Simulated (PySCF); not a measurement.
Job file and geometry (Å, from GFN2-xTB) of an NMR shielding run on `[BH3-][O+](C)CC(C)(C)C`, C6H17BO, GIAO PBE0/pcSseg-1 NMR shielding, non-relativistic, gas phase (PySCF); density fitting, a coarse starting grid and PySCF grid level 2 are the driver's defaults:

```
$ OMP_NUM_THREADS=1 python probes_run.py task.json out

{"job": {"kind": "nmr", "xc": "PBE0", "basis": "pcSseg-1"}, "charge": 0, "multiplicity": 1}
B      2.188689    -1.525252    -0.229765
O      1.237577    -0.191782    -0.482214
C      2.011108     0.876356    -0.992670
C      0.435130     0.169449     0.647927
C     -1.069050     0.159481     0.309822
C     -1.488243    -1.255059    -0.091066
C     -1.838677     0.593674     1.559776
C     -1.366833     1.124242    -0.840634
H      3.002200    -1.202776     0.580966
H      2.645671    -1.756412    -1.300473
H      1.438927    -2.359975     0.151427
H      1.371885     1.729034    -1.231821
H      2.493693     0.514515    -1.898637
H      2.786711     1.180498    -0.281881
H      0.731137     1.159025     1.012105
H      0.632296    -0.557863     1.437662
H     -0.883875    -1.605622    -0.923004
H     -1.353600    -1.942562     0.740191
H     -2.535007    -1.270302    -0.385853
H     -2.908231     0.557332     1.369063
H     -1.617948    -0.066584     2.395269
H     -1.576537     1.610266     1.846021
H     -2.434433     1.137475    -1.047815
H     -0.853334     0.808401    -1.745739
H     -1.060191     2.138586    -0.589522
```

Q: Write the output of this run.

A: 
```
coarse grid: 19232 points
cycle   1  E = -338.3196722027  dE =  5.932e-01  |g| = 5.093e-01  |ddm| = 4.012e+00
cycle   2  E = -338.3186704966  dE =  1.002e-03  |g| = 5.406e-01  |ddm| = 9.626e-01
cycle   3  E = -338.3887422563  dE = -7.007e-02  |g| = 8.498e-02  |ddm| = 5.007e-01
cycle   4  E = -338.3899031451  dE = -1.161e-03  |g| = 3.537e-02  |ddm| = 7.602e-02
cycle   5  E = -338.3901250635  dE = -2.219e-04  |g| = 7.226e-03  |ddm| = 2.626e-02
cycle   6  E = -338.3901359437  dE = -1.088e-05  |g| = 2.295e-03  |ddm| = 8.295e-03
cycle   7  E = -338.3901372047  dE = -1.261e-06  |g| = 4.269e-04  |ddm| = 2.349e-03
final grid: 180992 points
cycle   8  E = -338.4532610336  dE = -9.918e-05  |g| = 1.466e-02  |ddm| = 5.447e-02
cycle   9  E = -338.4532321866  dE =  2.885e-05  |g| = 1.966e-02  |ddm| = 2.270e-02
cycle  10  E = -338.4533058013  dE = -7.361e-05  |g| = 2.214e-03  |ddm| = 1.280e-02
cycle  11  E = -338.4533068575  dE = -1.056e-06  |g| = 2.977e-04  |ddm| = 2.093e-03
cycle  12  E = -338.4533068741  dE = -1.656e-08  |g| = 1.245e-04  |ddm| = 4.289e-04
cycle  13  E = -338.4533068779  dE = -3.812e-09  |g| = 2.735e-05  |ddm| = 1.354e-04
cycle  14  E = -338.4533068780  dE = -1.563e-10  |g| = 6.860e-06  |ddm| = 2.484e-05
converged SCF energy = -338.4533068780

GIAO shielding tensors (ppm)
atom      isotropic    diamagn.    paramagn.     s11        s22        s33       span
  0 B       97.180     189.570     -92.389     62.143     76.407    152.991     90.848
  1 O      323.545     399.929     -76.383    281.849    317.897    370.890     89.042
  2 C      116.943     245.425    -128.482     77.822     90.345    182.661    104.840
  3 C       94.282     249.844    -155.562     62.036     73.177    147.634     85.597
  4 C      150.574     246.123     -95.549    144.095    148.006    159.620     15.525
  5 C      158.874     248.817     -89.944    140.353    152.263    184.004     43.651
  6 C      159.198     248.198     -89.000    142.354    145.953    189.286     46.932
  7 C      159.010     249.910     -90.900    140.276    151.970    184.784     44.508
  8 H       28.417      31.153      -2.737     24.148     26.640     34.462     10.314
  9 H       28.572      31.361      -2.789     25.134     26.110     34.474      9.340
 10 H       28.592      32.116      -3.524     25.180     25.482     35.114      9.934
 11 H       28.278      31.225      -2.947     23.075     27.553     34.207     11.132
 12 H       27.730      29.266      -1.536     23.941     25.198     34.051     10.110
 13 H       28.072      29.393      -1.321     24.846     25.626     33.743      8.898
 14 H       28.710      34.880      -6.169     24.279     29.906     31.946      7.667
 15 H       27.695      34.018      -6.323     23.355     29.278     30.452      7.096
 16 H       29.867      32.451      -2.584     25.346     29.439     34.816      9.470
 17 H       30.777      32.179      -1.403     27.315     27.837     37.178      9.863
 18 H       30.916      31.992      -1.076     26.995     28.708     37.043     10.048
 19 H       30.724      30.855      -0.131     26.981     28.137     37.054     10.073
 20 H       30.929      31.155      -0.225     26.792     28.477     37.519     10.727
 21 H       31.060      31.288      -0.228     26.935     28.622     37.624     10.688
 22 H       30.751      32.021      -1.270     26.922     28.445     36.886      9.965
 23 H       30.251      32.993      -2.742     26.290     29.469     34.993      8.703
 24 H       31.010      32.612      -1.603     27.366     28.509     37.154      9.788
```

Size and cost of the density-fitted run: 221 basis functions, 39 s wall time on 1 thread of an Intel Xeon Platinum 8559C, shared host; peak memory 1.1 GiB.
